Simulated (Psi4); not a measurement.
tert-butylthiol (C₄H₁₀S), singlet, geometry from GFN2-xTB; MP3/STO-3G in Psi4 1.11.

Here is a job for Psi4.
```
memory 2 GB

molecule mol {
0 1
C    -0.287286    1.208235   -1.112642
C    -0.253099   -0.049261   -0.254432
C     0.153838   -1.267818   -1.072058
C    -1.593920   -0.276887    0.431907
S     0.985704    0.193790    1.109254
H    -1.051131    1.110377   -1.882389
H    -0.518958    2.078889   -0.503196
H     0.672208    1.373580   -1.599654
H     0.233570   -2.145094   -0.433962
H    -0.592453   -1.464207   -1.840190
H     1.114156   -1.107101   -1.558993
H    -1.548635   -1.154492    1.073162
H    -1.858052    0.582283    1.044695
H    -2.373501   -0.427972   -0.312274
H     2.034344    0.367480    0.308083
}

set {
  basis sto-3g
  reference rhf
}

energy('mp3')
print_variables()
```

The log (banner, timings and long lists left out):

```
    Information: MP3 default algorithm changed to DF in August 2020. Use `set mp_type conv` for previous behavior.
    For method 'MP3', SCF Algorithm Type (re)set to DISK_DF.

   => Loading Basis Set <=

    Name: STO-3G
    Role: ORBITAL
    Keyword: BASIS

         ---------------------------------------------------------
                                   SCF
               by Justin Turney, Rob Parrish, Andy Simmonett
                          and Daniel G. A. Smith
                              RHF Reference
         ---------------------------------------------------------

  ==> Geometry <==

    Molecular point group: c1
    Full point group: C1

    Geometry (in Angstrom), charge = 0, multiplicity = 1:

       Center              X                  Y                   Z               Mass
    ------------   -----------------  -----------------  -----------------  -----------------
         C           -0.329823495913     1.199632185777    -1.175152495717    12.000000000000
         C           -0.295636495913    -0.057863814223    -0.316942495717    12.000000000000
         C            0.111300504087    -1.276420814223    -1.134568495717    12.000000000000
         C           -1.636457495913    -0.285489814223     0.369396504283    12.000000000000
         S            0.943166504087     0.185187185777     1.046743504283    31.972071174400
         H           -1.093668495913     1.101774185777    -1.944899495717     1.007825032230
         H           -0.561495495913     2.070286185777    -0.565706495717     1.007825032230
         H            0.629670504087     1.364977185777    -1.662164495717     1.007825032230
         H            0.191032504087    -2.153696814223    -0.496472495717     1.007825032230
         H           -0.634990495913    -1.472809814223    -1.902700495717     1.007825032230
         H            1.071618504087    -1.115703814223    -1.621503495717     1.007825032230
         H           -1.591172495913    -1.163094814223     1.010651504283     1.007825032230
         H           -1.900589495913     0.573680185777     0.982184504283     1.007825032230
         H           -2.416038495913    -0.436574814223    -0.374784495717     1.007825032230
         H            1.991806504087     0.358877185777     0.245572504283     1.007825032230

  Running in c1 symmetry.

  Rotational constants: A =      0.15011  B =      0.10041  C =      0.09959 [cm^-1]
[...]
  @DF-RHF Final Energy:  -548.63310907644961
    Total Energy =                       -548.6331090764496139
  DIE_IF_NOT_CONVERGED          => (empty)
[...]
  ZORA_RADIAL_POINTS            => (empty)
  ZORA_SPHERICAL_POINTS         => (empty)

	For this residual convergence, default PCG convergence is:     1.00e-07
	For this energy convergence, default residual convergence is:     3.16e-07

 ==============================================================================
 ==============================================================================
 ==============================================================================

                     DF-MP3
              Program Written by Ugur Bozkaya
              Latest Revision September 9, 2017

 ==============================================================================
 ==============================================================================
 ==============================================================================

	MO spaces...

	 FC   OCC   VIR   FV
	----------------------
	  0   25    14    0

	Number of basis functions in the DF-CC basis: 394

	Total memory requirement for DF+CC int:      7.26 MB

	Computing DF-MP2 energy ...
	=======================================================================
	Nuclear Repulsion Energy (a.u.)    :   245.54549815314851
	DF-HF Energy (a.u.)                :  -548.63310907644961
	REF Energy (a.u.)                  :  -548.63310907644961
	DF-MP2 Correlation Energy (a.u.)   :    -0.23698275679412
	DF-MP2 Total Energy (a.u.)         :  -548.87009183324369
	=======================================================================

	=======================================================================
	================ MP3 FINAL RESULTS ====================================
	=======================================================================
	Nuclear Repulsion Energy (a.u.)    :   245.54549815314851
	SCF Energy (a.u.)                  :  -548.63310907644961
	REF Energy (a.u.)                  :  -548.63310907644961
	3rd Order Energy (a.u.)            :    -0.05263651039866
	DF-MP2.5 Correlation Energy (a.u.) :    -0.26330101199341
	DF-MP2.5 Total Energy (a.u.)       :  -548.89641008844296
	DF-MP3 Correlation Energy (a.u.)   :    -0.28961926719272
	DF-MP3 Total Energy (a.u.)         :  -548.92272834364235
	=======================================================================

  Variable Map:
  ----------------------------------------------------------------------------
[...]
  Array Variable Map:
  ----------------------------------------------------------------------------
[...]
[...]
```
